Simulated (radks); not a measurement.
Results of a calculation; reference values are marked as such.
Species: Si2+. Configuration: [Ne] 3s2.

Level of theory: non-relativistic Kohn-Sham, PBE, spin-polarised, spherical densities, point nucleus (a radial shooting solver on a logarithmic mesh with Libxc functionals).

Energy parts (eV):
total: -7845.852
kinetic: 7835.207
electron-nucleus: -18454.033
Hartree: 3319.538
exchange-correlation: -546.564

Orbitals (lengths in bohr, moments of r in powers of bohr; r(max) is where P^2 peaks; r(90%) holds 90 % of the orbital's charge):
orbital,occ.,eigenvalue (eV),r(90%),<1/r>,r(max),<r>
1s,2,-1803.094,0.199,13.57,0.07298,0.1116
2s,2,-160.1442,0.896,2.570,0.4558,0.5691
2p,6,-116.9404,0.901,2.461,0.3880,0.5367
3s,2,-28.4776,2.91,0.6956,1.699,1.956
3p,0,-20.5159,3.39,0.5991,1.906,2.234

The highest occupied level is 3s at -28.478 eV. For comparison, the ionisation energy in NIST's Atomic Spectra Database is 33.493 eV (measured). In exact Kohn-Sham theory the highest level is minus the ionisation energy, but local and semilocal functionals leave it too shallow, through self-interaction and a potential that decays too fast; potentials with the right tail come closer. Summed over all electrons, <r^2> = 11.75 bohr^2, which gives a Langevin (diamagnetic) susceptibility term of -9.31 x 10^-6 cm^3/mol. Virial ratio -V/T = 2.00136. The electron density at the nucleus is 1772 e/bohr^3. The density falls to 0.001 e/bohr^3 at r = 3.43 bohr.
